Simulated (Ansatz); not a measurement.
Geometry optimisation, RHF/def2-SVP (Ansatz).

Input:

```yaml
crystal:
  periodic: [false, false, false]
  atoms:
    - { symbol: Si, position_ang: [-0.121265, 0.84264, 0.295873] }
    - { symbol: O, position_ang: [0.128548, -0.825002, -0.020434] }
    - { symbol: C, position_ang: [0.416968, -1.808624, 0.919445] }
    - { symbol: C, position_ang: [-0.397013, 1.38647, -1.459449] }
    - { symbol: H, position_ang: [-0.28046, 0.408016, -1.908833] }
    - { symbol: H, position_ang: [-1.277333, 1.006352, 1.210507] }
    - { symbol: H, position_ang: [1.071169, 1.419137, 0.961119] }
    - { symbol: H, position_ang: [-0.257754, -1.767013, 1.780715] }
    - { symbol: H, position_ang: [1.442803, -1.723219, 1.291228] }
    - { symbol: H, position_ang: [0.308253, -2.788551, 0.456123] }
    - { symbol: H, position_ang: [-1.389807, 1.78048, -1.674026] }
    - { symbol: H, position_ang: [0.355891, 2.069315, -1.852368] }
basis:
  gaussian: { orbitals: def2-SVP }
hamiltonian:
  xc: hf
relax:
  f_tol: 0.03
  max_steps: 50
```

Launched with:

```bash
$ ansatz run input.yaml --threads 2 --pin off --max-ram 3072MiB --backend cpu --events-out ev --progress --plain --runs-dir out
```

Q: Where does it end, and by what steps?

A: The run converged. The force dipped under the threshold on the way, but the program's further checks kept it going. After 19 steps the energy has fallen by 0.276 eV; H5 moved furthest, 1.01 Å.

| step | energy less start (eV) | largest force component (eV/Å) | accepted |
| --- | --- | --- | --- |
| 0 | 0.0000 | 1.635 | yes |
| 1 | -0.1470 | 1.158 | yes |
| 2 | -0.2004 | 0.470 | yes |
| 3 | -0.2116 | 0.104 | yes |
| 4 | -0.2126 | 0.026 | yes |
| 5 | -0.2129 | 0.019 | yes |
| 6 | -0.2100 | 0.275 | no |
| 7 | -0.2143 | 0.046 | yes |
| 8 | -0.2121 | 0.237 | no |
| 9 | -0.2157 | 0.092 | yes |
| 10 | -0.2180 | 0.063 | yes |
| 11 | -0.2220 | 0.135 | yes |
| 12 | -0.2271 | 0.304 | yes |
| 13 | -0.2334 | 0.526 | yes |
| 14 | -0.2675 | 0.082 | yes |
| 15 | -0.2389 | 0.550 | no |
| 16 | -0.2733 | 0.017 | yes |
| 17 | -0.2746 | 0.151 | yes |
| 18 | -0.2756 | 0.040 | yes |
| 19 | -0.2760 | 0.003 | yes |

```xyz
12
Properties=species:S:1:pos:R:3
Si -0.198 0.686 0.205
O 0.265 -0.889 0.027
C 0.536 -1.826 1.018
C -0.419 1.419 -1.500
H -1.168 0.861 -2.066
H -1.464 0.751 0.980
H 0.833 1.431 0.975
H -0.320 -1.971 1.683
H 1.396 -1.530 1.627
H 0.766 -2.781 0.547
H -0.745 2.461 -1.436
H 0.519 1.389 -2.058
```

Run time: 41 s on 2 threads of Arm Neoverse N1 (shared host), peak memory 0.18 GiB.
